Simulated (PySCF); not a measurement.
Cd(F)(GeH3) (CdFGeH₃), SMILES [F][Cd][GeH3].

Geometry: B3LYP-D3(BJ)/def2-SVP. The structure was generated by enumeration; whether it is a known compound was not checked. The def2 effective core potentials stand for the cores of Cd; spin–orbit coupling is left out.

Computed with PBE/def2-TZVPD (PySCF).

Symmetry labels are those of the subgroup Cs that the program uses (full group C3v).

**Question.** List the valence orbital energies around the gap with their symmetry. (An estimate is asked for; the answer gives what the named calculation found.)

**Answer.** 
```
orbital  symmetry  energy (eV)
-------  --------  -----------
HOMO−7         A"       -13.10
HOMO−6         A'       -13.10
HOMO−5         A'        -8.69
HOMO−4         A"        -8.69
HOMO−3         A'        -8.69
HOMO−2         A'        -7.62
HOMO−1         A"        -7.62
HOMO           A'        -7.26
LUMO           A'        -2.16
LUMO+1         A'        -1.62
LUMO+2         A"        -1.62
LUMO+3         A'        -0.29
```
